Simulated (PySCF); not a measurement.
SMILES CC(=O)c1cccc(C)c1 (C9H10O), GFN2-xTB optimised geometry.

```
20

C     -2.90    -1.80     0.07
C     -1.40    -1.81     0.00
O     -0.77    -2.85    -0.06
C     -0.71    -0.50     0.00
C     -1.39     0.72     0.00
C     -0.67     1.91     0.00
C      0.72     1.89     0.00
C      1.41     0.68     0.00
C      2.91     0.67     0.02
C      0.69    -0.50     0.00
H     -3.27    -2.83     0.09
H     -3.32    -1.30    -0.80
H     -3.24    -1.28     0.96
H     -2.46     0.76    -0.01
H     -1.19     2.85    -0.01
H      1.26     2.82     0.00
H      3.32     1.48    -0.57
H      3.29    -0.28    -0.36
H      3.27     0.78     1.05
H      1.19    -1.45     0.00
```

Density from PBE0/def2-SVP run with PySCF 2.14.0 at that geometry.

Minimum of the electron density along straight lines between bonded atoms, close to the bond critical point (lines longer than 1.1 times the sum of covalent radii, or with two minima, are not listed):

| bond | length / Å | ρ at the minimum / e bohr⁻³ | ∇²ρ there / e bohr⁻⁵ | position (fraction from the first atom) |
|---|---|---|---|---|
| C1–C2 | 1.510 | 0.257 | -0.61 | 0.49 |
| C2–O3 | 1.211 | 0.408 | 0.40 | 0.33 |
| C2–C4 | 1.486 | 0.268 | -0.66 | 0.50 |
| C4–C5 | 1.394 | 0.306 | -0.77 | 0.50 |
| C5–C6 | 1.383 | 0.313 | -0.81 | 0.50 |
| C6–C7 | 1.384 | 0.312 | -0.80 | 0.50 |
| C7–C8 | 1.391 | 0.310 | -0.79 | 0.50 |
| C8–C9 | 1.498 | 0.256 | -0.60 | 0.51 |
| C4–C10 | 1.395 | 0.307 | -0.77 | 0.50 |
| C8–C10 | 1.385 | 0.313 | -0.80 | 0.50 |
| C1–H11 | 1.087 | 0.278 | -1.04 | 0.64 |
| C1–H12 | 1.088 | 0.274 | -0.99 | 0.63 |
| C1–H13 | 1.088 | 0.274 | -0.99 | 0.63 |
| C5–H14 | 1.078 | 0.285 | -1.09 | 0.63 |
| C6–H15 | 1.080 | 0.283 | -1.08 | 0.63 |
| C7–H16 | 1.081 | 0.283 | -1.07 | 0.63 |
| C9–H17 | 1.088 | 0.276 | -1.01 | 0.63 |
| C9–H18 | 1.087 | 0.277 | -1.02 | 0.63 |
| C9–H19 | 1.090 | 0.273 | -0.99 | 0.63 |
| C10–H20 | 1.081 | 0.285 | -1.11 | 0.64 |
